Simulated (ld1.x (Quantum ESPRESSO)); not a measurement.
What the settings do to the PAW potential of Fe

Base potential:

| Item | Value |
| --- | --- |
| Element | Fe |
| Generator | ld1.x (Quantum ESPRESSO) 7.5 |
| Type | PAW |
| Functional | PBE |
| Relativity | scalar-relativistic |
| Frozen core | [Ne] |
| Valence charge | 16 |
| Reference configuration | 3s2 3p6 3d6 4s1.75 4p0.25 |
| Partial waves | 3s (bound): rcut 1.10, rcutus 1.20 bohr; 4s (bound): rcut 1.10, rcutus 1.20 bohr; 3p (bound): rcut 1.20, rcutus 1.25 bohr; 4p (bound): rcut 1.20, rcutus 1.25 bohr; 3d (bound): rcut 1.05, rcutus 1.35 bohr; 3d channel at 4.45 Ry: rcut 1.05, rcutus 1.35 bohr |
| Local potential | all-electron potential smoothed inside 0.95 bohr (lloc = -1) |
| Core correction | Bessel-smoothed model core, default radius (core density twice the valence density) |
| Augmentation charge | PSQ, radius 1.15 bohr |

All-electron outer shells of the reference configuration (PBE, scalar-relativistic, ld1.x):

```json
{"shell": "2s", "level (eV)": "-820.17", "outermost node (bohr)": "0.08", "outermost maximum (bohr)": "0.22"}
{"shell": "2p", "level (eV)": "-698.90", "outermost node (bohr)": "–", "outermost maximum (bohr)": "0.18"}
{"shell": "3s", "level (eV)": "-94.48", "outermost node (bohr)": "0.33", "outermost maximum (bohr)": "0.70"}
{"shell": "3p", "level (eV)": "-60.51", "outermost node (bohr)": "0.30", "outermost maximum (bohr)": "0.72"}
{"shell": "3d", "level (eV)": "-7.96", "outermost node (bohr)": "–", "outermost maximum (bohr)": "0.71"}
{"shell": "4s", "level (eV)": "-5.59", "outermost node (bohr)": "1.00", "outermost maximum (bohr)": "2.41"}
{"shell": "4p", "level (eV)": "-1.55", "outermost node (bohr)": "1.10", "outermost maximum (bohr)": "3.29"}
```

Cutoffs, loose and tight: the cutoffs (Ry, on a coarse ladder) from which the occupation-weighted sum of valence levels, in a spherical-Bessel basis at the reference potential, stays within 10 and 1 mRy of its value at 400 Ry. They do not see the model core or the augmentation charge, which bear on the density cutoff. Test errors are all-electron minus pseudo excitation energies from the reference, over the configurations 3s2 3p6 3d6 4s2 4p0; 3s2 3p6 3d6 4s1 4p0; 3s2 3p6 3d6 4s0 4p0; 3s2 3p6 3d6 4s0 4p2; 3s2 3p6 3d5 4s2 4p0; 3s2 3p6 3d4 4s0 4p0; 3s1 3p6 3d6 4s2 4p0. A dash means not determined; rows that change the core or the reference have their own tests.

Cutoffs are not given where the Bessel-basis levels miss the radial ones by over 6 mRy, ghosts where they miss by over 20 mRy; a channel whose overlap is not positive is not tested.

A file whose overlap is not positive is unfit for use, and its test errors describe a broken file.

| change | outcome | bound ghosts | largest test error (meV) |
| --- | --- | --- | --- |
| base | generated, overlap not positive | not determined (overlap not positive) | +50 |
| waves 3d (bound): rcut 0.86, rcutus 0.92 bohr; 3d channel at 4.45 Ry: rcut 0.86, rcutus 0.92 bohr | generated, overlap not positive | not determined (overlap not positive) | -21 |
| waves 3d (bound): rcut 1.02, rcutus 1.08 bohr; 3d channel at 4.45 Ry: rcut 1.02, rcutus 1.08 bohr | generated, overlap not positive | not determined (overlap not positive) | -21 |
| waves 3d (bound): rcut 1.05, rcutus 1.50 bohr; 3d channel at 4.45 Ry: rcut 1.05, rcutus 1.50 bohr | generated, overlap not positive | not determined (overlap not positive) | -18 |
| waves 3d (bound): rcut 1.05, rcutus 1.78 bohr; 3d channel at 4.45 Ry: rcut 1.05, rcutus 1.78 bohr | generated, overlap not positive | not determined (overlap not positive) | -17 |

Q: What comes out with this change to the base: waves 3d (bound): rcut 1.05, rcutus 2.00 bohr; 3d channel at 4.45 Ry: rcut 1.05, rcutus 2.00 bohr?

A: outcome: generated, overlap not positive; bound ghosts: not determined (overlap not positive); largest test error (meV): +28. A file whose overlap is not positive is unfit for use, and its test errors describe a broken file.

Q: What comes out with this change to the base: waves 3d (bound): rcut 1.05, rcutus 1.38 bohr; 3d channel at 4.45 Ry: rcut 1.05, rcutus 1.38 bohr?

A: outcome: generated, overlap not positive; bound ghosts: not determined (overlap not positive); largest test error (meV): +77. A file whose overlap is not positive is unfit for use, and its test errors describe a broken file.
